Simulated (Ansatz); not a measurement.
Program: Ansatz 0.2.0.

A structure relaxed at PBE0-D4/def2-TZVP, charge 0, multiplicity 1:

```xyz
9

Br    0.8904    0.4821    2.5374
C     0.1096    1.0525    0.8442
Si   -0.4809   -0.4724   -0.0512
C     0.3464   -1.1059   -1.4848
N    -0.6515   -0.3871   -1.8333
H     0.8837    1.5816    0.2917
H    -0.6943    1.7441    1.0933
H    -1.4622   -1.2565    0.7197
H     1.0587   -1.6385   -2.1170
```

(1) Give its formula and SMILES.

(2) Summarise the bond lengths by kind.

Results:

(1) C2H4BrNSi, `BrC[SiH]1C=N1`.

(2) 1 × Br–C 1.950 Å; 2 × C–Si 1.772 to 1.864 Å; 3 × C–H 1.088 to 1.091 Å; 1 × N–Si 1.792 Å; 1 × H–Si 1.474 Å; 1 × C–N 1.278 Å.
